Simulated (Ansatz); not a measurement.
AgTe2. The state is a doublet with charge 0. Geometry PBE0-D4/def2-TZVP, basis def2-TZVP, Ansatz.

```xyz
3

Ag    0.7671    0.0957    1.3642
Te    0.7202    0.4110   -1.3342
Te   -1.4873   -0.5067   -0.0300
```

```tsv
run	HOMO (eV)	LUMO (eV)
A	-5.06	-3.87
B	-6.17	-2.78
C	-6.55	-2.66
D	-4.74	-4.15
E	-5.45	-3.56
F	-7.42	-1.82
```

In the def2 sets Ag, Te take a core potential; there is no spin–orbit coupling. The structure comes from a short search, and lower isomers may exist.

HOMO and LUMO are taken over both spins.

The runs used BHLYP, CAM-B3LYP, PBE0, r2SCAN, r2SCANh, ωB97X-V. Estimate which is which.

A r2SCANh (10 % exact exchange); B BHLYP (50 % exact exchange); C CAM-B3LYP (range-separated); D r2SCAN (0 % exact exchange); E PBE0 (25 % exact exchange); F ωB97X-V (range-separated). Exact exchange lowers occupied and raises empty levels; among semilocal functionals meta-GGAs tend to open the gap a little, and such runs are hard to tell apart. The gap grows from 0.59 eV (r2SCAN) to 5.60 eV (ωB97X-V).
